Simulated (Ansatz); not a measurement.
Calculated with Ansatz (gas phase, PBE0-D4/def2-TZVP geometries, no zero-point term in ΔE). CCSD(T)/CBS is the MP2 limit (def2-TZVPP, def2-QZVPP) plus CCSD(T) − MP2 in def2-TZVPP, frozen cores. DFT in def2-TZVPP. B3LYP here is the variant with VWN-RPA as its local correlation; programs differ in this. def2 core potentials past Kr. For Te outer-core shells are correlated without core-valence functions, which leaves a few kJ/mol of doubt a bond. Each species was taken in one conformer, which may not be the lowest.

Consider the isomerisation: `[SiH3]OC[TeH]` → `O[SiH2]C[TeH]`.

`[SiH3]OC[TeH]`:

Z-matrix (Å, degrees):
```
Si
O 1 1.653
H 1 1.480 2 105.5
H 1 1.484 2 111.7 3 -120.1
H 1 1.490 2 109.4 3 119.4
C 2 1.387 1 124.3 3 -165.3
Te 6 2.176 2 115.9 1 -70.2
H 6 1.090 2 108.8 1 172.9
H 6 1.093 2 112.6 1 51.6
H 7 1.658 6 93.4 2 88.0
```

`O[SiH2]C[TeH]`:

Cartesian coordinates in Å:
```
O 1.147 1.199 1.049
Si 0.538 -0.315 0.844
C -1.067 -0.251 -0.113
Te -0.760 0.783 -1.977
H 1.174 1.735 0.251
H 0.334 -0.853 2.211
H 1.470 -1.200 0.090
H -1.811 0.352 0.413
H -1.501 -1.228 -0.326
H 0.476 -0.221 -2.445
```

```tsv
level	ΔE (kJ/mol)	difference from CCSD(T)/CBS
PBE-D4	-100.9	10.8
r2SCAN-D4	-105.0	6.7
PBE0-D4	-106.5	5.2
B3LYP-D4	-97.4	14.3
ωB97X-V	-102.5	9.2
ωB97M-V	-108.2	3.5
B2PLYP	-102.7	9.0
PBE	-100.1	11.6
r2SCAN	-104.9	6.8
PBE0	-105.9	5.8
B3LYP	-96.0	15.7
HF/def2-TZVPP	-97.0	14.7
MP2/def2-TZVPP	-115.2	-3.5
SCS-MP2/def2-TZVPP	-107.4	4.3
CCSD/def2-TZVPP	-107.4	4.3
CCSD(T)/def2-TZVPP	-107.7	4.0
HF/def2-QZVPP	-96.8	14.9
MP2/def2-QZVPP	-117.4	-5.7
SCS-MP2/def2-QZVPP	-109.9	1.8
HF/CBS(def2)	-96.7	15.0
MP2/CBS(def2)	-119.2	-7.5
CCSD/CBS(def2)	-111.5	0.2
CCSD(T)/CBS	-111.7	0
```

Largest T1 diagnostic among the species: 0.012.

In def2-TZVPP, CCSD(T) changes the Hartree–Fock value by −10.7 kJ/mol (the triples alone add −0.2 kJ/mol) and MP2 by −18.2 kJ/mol. From PBE to PBE0 (25 % exact exchange), in def2-TZVPP and without D4, ΔE moves by −5.8 kJ/mol.
